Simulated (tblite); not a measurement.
ClMoO2, doublet, geometry from GFN2-xTB (such geometries of metal compounds can be far from the true shape) (the multiplicity is a formal guess); GFN1-xTB with ALPB(water) (tblite).

Here is a job for tblite.
```
$ tblite run mol.xyz --method gfn1 --charge 0 --spin 1 --alpb water --json tblite.json --no-restart

# file mol.xyz
4

Mo     0.14669139    -0.21723107     0.15452263
O      1.66014682    -0.63486898    -0.28870204
O     -0.59279658    -0.94573942     1.41303366
Cl    -0.86469648     1.28050424    -0.91085902
```

It wrote (shortened):

```
xTB calculator
 | screened Coulomb repulsion
 | Coulomb electrostatics
 |  * isotropic Klopman-Ohno-Mataga-Nishimoto electrostatics
 |  * onsite third-order electrostatics
 | DFT-D3(BJ) dispersion correction
 | Interactions (3)
 | [1] alpb/gbsa reaction field model
 | [2] cds contribution to solvation
 | [3] empirical free energy shift and standard state/solvent correction

halogen bonding energy    0.0000000000000E+00 Eh
repulsion energy          1.0248212032334E-01 Eh
dispersion energy        -1.3821766852703E-03 Eh
interaction energy       -1.6133733146929E-03 Eh
number of electrons       2.5000000000000E+01 e
integral cutoff           4.0000000000000E+01 bohr

------------------------------------------------------------
  cycle        total energy    energy error   density error
------------------------------------------------------------
      1     -15.18293057122  -1.5282417E+01   1.2927459E+00
      2     -15.80461077377  -6.2168020E-01   3.9768722E-01
      3     -15.80911462381  -4.5038500E-03   1.9761605E-01
      4     -15.79804050065   1.1074123E-02   1.4843305E-01
      5     -15.81065313038  -1.2612630E-02   4.5458614E-02
      6     -15.81185275333  -1.1996229E-03   1.2212499E-02
      7     -15.81192675573  -7.4002407E-05   4.4799084E-03
      8     -15.81193759583  -1.0840096E-05   2.8440649E-04
      9     -15.81193762830  -3.2469446E-08   1.3759523E-04
     10     -15.81193763436  -6.0635070E-09   8.9882487E-05
     11     -15.81193763887  -4.5059636E-09   1.0764164E-07
------------------------------------------------------------

electronic energy        -1.5911424209191E+01 Eh
total energy             -1.5811937638868E+01 Eh

Post processing:
 | Mayer-Wiberg bond orders

[Info] JSON dump of results written to 'tblite.json'
```
